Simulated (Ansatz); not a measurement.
The same path of BCl2HO + H2 (7 atoms, charge 0, multiplicity 1) was run twice with different band settings. Lost on the way: H6–H7. Made: B1–H6, O2–H7.

Computed with Ansatz 0.2.0, RKS PBE-D4/6-31G*.

Relaxed end points:

```xyz
7
Properties=species:S:1:pos:R:3
B -0.050 -0.639 -0.041
O 0.058 -0.486 1.302
H -0.805 -0.264 1.708
Cl 1.400 -1.046 -0.950
Cl -1.606 -0.437 -0.878
H 0.266 2.912 1.278
H 0.402 2.179 1.367
```

```xyz
7
Properties=species:S:1:pos:R:3
B 0.173 0.592 -0.049
O -0.108 0.429 1.615
H 0.267 -0.458 1.842
Cl 1.244 -0.857 -0.404
Cl -1.528 0.509 -0.746
H 0.709 1.656 -0.169
H -1.090 0.346 1.696
```

Common settings: movable images 5; climbing image yes; spring 5.0 eV/Å²; optimiser quadratic models (default); force threshold 0.05 eV/Å; iteration limit 60; end points relaxed.

| run | start path |
| --- | --- |
| 1 | through a guess of the saddle point |
| 2 | straight line |

Question: What does each run give, and how far can it be trusted?

Answer: Run 1: converged after 17 iterations, highest image 1.849 eV above the first end. Neighbouring images differ by up to 1.6 eV, so the band resolves the path poorly. A vibrational analysis at the climbing image gives one clearly imaginary mode, 1272i cm⁻¹: a first-order saddle point.
Run 2: converged after 18 iterations, highest image 1.849 eV above the first end. Neighbouring images differ by up to 1.6 eV, so the band resolves the path poorly. Another band between the same ends (5 images) ends at a top of the same energy, where a vibrational analysis finds 1 clearly imaginary mode.
The orbitals stay closed-shell, which can raise the energy where a bond breaks towards radicals; this wasn't checked here.
